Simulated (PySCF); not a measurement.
## Continuum solvent and chemical shifts

Bonds (- single, = double, # triple, : aromatic): B1-N2, N2#C3, C3-C4, C4-C5, C5#C6. B1 carries H7, H8, H9; C4 carries H10, H11; C6 carries H12. Formal charges: B1 -1, N2 +1.

GIAO PBE0/pcSseg-1 in PySCF 2.14 on one PBE0-D3(BJ)/def2-SVP conformer, non-relativistic, equivalent nuclei averaged. Solvents enter as an IEF-PCM continuum (acetone with ε = 20.5, dimethylsulfoxide with ε = 46.8) around the gas-phase geometry. Shifts are referred to BF3·OEt2, TMS computed in the same medium.

In acetone, δ in ppm: B1 -36.0, C3 119.4, C6 82.8, C5 73.3, C4 11.4, H10/H11 3.94, H12 2.66, H7/H8/H9 1.76. Dipole moment 8.73 D.

**Question.** How does each δ change in the more polar medium?

**Answer.** 
```tsv
atoms	environment	Δδ, dimethylsulfoxide
B1	boron bonded to N, 3 H	0.0
C3	nitrilium-type carbon	+0.4
C6	terminal alkyne carbon	0.0
C5	alkyne carbon	+0.2
C4	sp3 CH2 α to a nitrile	+0.1
H10/H11	hydrogen on an sp3 CH2 α to a nitrile	+0.02
H12	hydrogen on a terminal alkyne carbon	+0.01
H7/H8/H9	hydrogen on a boron bonded to N	-0.02
```

Changes are relative to acetone. The dipole moment becomes 8.80 D in dimethylsulfoxide.

**Question.** Which nuclei move most (in ppm), and what does the model miss?

**Answer.** C3 (nitrilium-type carbon, +0.4 ppm) in dimethylsulfoxide. A continuum only polarises the solute; specific hydrogen bonds, the anisotropy of aromatic solvents and changes of geometry or conformer are outside it.
